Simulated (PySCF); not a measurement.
Spinor energies of S⁴⁺ (sulfur, charge +4)

Start: [Ne] 3s2. Calculated with PySCF 2.14 in an uncontracted even-tempered set (20 s from 0.14 bohr⁻², ratio 2.4; 13 p from 0.18 bohr⁻², ratio 2.4; 5 d from 0.94 bohr⁻², ratio 2.6; 5 f from 1.4 bohr⁻², ratio 2.6): generalised Hartree-Fock with the X2C-1e Hamiltonian and a Gaussian nucleus; one run each with spin-orbit coupling (SO) switched off, then screened by Boettger's factors.

```csv
spinor shell,electrons,"ε, spin-free (eV)","ε, screened SO (eV)",weight of nominal j (screened SO),"rms radius, screened SO (bohr)"
1s1/2,2,-2573.5,-2573.5,1.000,0.112
2s1/2,2,-305.94,-305.94,1.000,0.513
2p1/2,2,-241.18,-242.08,1.000,0.487
2p3/2,4,-241.18,-240.73,1.000,0.489
3s1/2,2,-70.995,-70.995,1.000,1.58
```

```csv
quantity,spin-free,screened SO
E (hartree),-394.45460,-394.45531
M_J,0,0
⟨J²⟩,0.000,0.000
⟨L²⟩,0.000,0.000
⟨S²⟩,0.000,0.000
```

Without spin-orbit coupling the j labels of p, d and f shells carry no meaning; the spin-free column gives the mean over the occupied spinors of each nl shell.
